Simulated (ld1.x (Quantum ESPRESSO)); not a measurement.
lead (Pb), TM: configuration errors across variants

lead (Pb), norm-conserving Troullier–Martins (Kleinman–Bylander form), made with ld1.x (Quantum ESPRESSO) 7.5 (PBE, scalar-relativistic). Core [Kr] 4d10 4f14 5s2, reference 5p6 5d10 6s2 6p2. Waves: 6s (bound): rc 1.60 bohr; 5d (bound): rc 1.75 bohr; 5p (bound): rc 1.50 bohr. Local part: the p channel. Core correction: none.

Occupied shells without a wave of their own: 6p. They enter only through the test configuration that unscreens the potential.

All-electron excitation energies from the reference (eV): (1) 5p6 5d10 6s2 6p1 6.575; (2) 5p6 5d10 6s2 6p0 20.020; (3) 5p6 5d10 6s1 6p0 52.430; (4) 5p6 5d10 6s2 6p2.3 -0.799; (5) 5p6 5d10 6s2 6p1.5 2.492; (6) 5p6 5d9 6s2 6p3 19.325; (7) 5p6 5d9 6s2 6p2 27.163.

For the base: The 6p level has no wave, so the channel is fitted at the deeper level alone: the likely source of the large errors.

On the changes marked as counting shells twice: ld1.x takes every shell without a wave as core, so the model core holds the marked electrons as well and exchange and correlation see them twice. This cancels in the reference configuration, but the file is broken for other ones, and its errors say nothing about a proper core correction.

A true bound ghost makes a file unfit for plane-wave use even where its test errors are small: the radial tests pick states by their node count and pass the ghost by.

The file “base” misses its own reference levels by 0.4 eV. The file “core correction a·sin(br)/r model core inside 0.56 bohr (6p counted twice)” misses its own reference levels by 0.4 eV. The file “core correction a·sin(br)/r model core inside 0.78 bohr (6p counted twice)” misses its own reference levels by 0.4 eV. The file “core correction a·sin(br)/r model core inside 1.06 bohr (6p counted twice)” misses its own reference levels by 0.4 eV. The file “core correction a·sin(br)/r model core inside 1.20 bohr (6p counted twice)” misses its own reference levels by 0.4 eV. The file “core correction a·sin(br)/r model core inside 1.46 bohr (6p counted twice)” misses its own reference levels by 0.4 eV.

Errors AE − PS in meV (a dash: test not solved or not reliable):

```tsv
change	(1)	(2)	(3)	(4)	(5)	(6)	(7)	bound ghosts
base	-588	-1533	-2089	+110	-251	+568	-54	s
core correction a·sin(br)/r model core inside 0.56 bohr (6p counted twice)	-674	-1881	-2749	+102	-272	+545	-86	s
core correction a·sin(br)/r model core inside 0.78 bohr (6p counted twice)	-674	-1881	-2749	+102	-272	+545	-86	s
core correction a·sin(br)/r model core inside 1.06 bohr (6p counted twice)	-674	-1880	-2748	+102	-272	+544	-87	s
core correction a·sin(br)/r model core inside 1.20 bohr (6p counted twice)	-674	-1880	-2747	+102	-272	+544	-87	s
core correction a·sin(br)/r model core inside 1.46 bohr (6p counted twice)	-674	-1879	-2745	+102	-272	+546	-86	s
```

Give the same row for: core correction a·sin(br)/r model core inside 1.78 bohr (6p counted twice).

-674, -1878, -2744, +102, -272, +548, -84; bound ghosts: s. ld1.x takes every shell without a wave as core, so the model core holds the 6p electrons as well and exchange and correlation see them twice. This cancels in the reference configuration, but the file is broken for other ones, and its errors say nothing about a proper core correction.
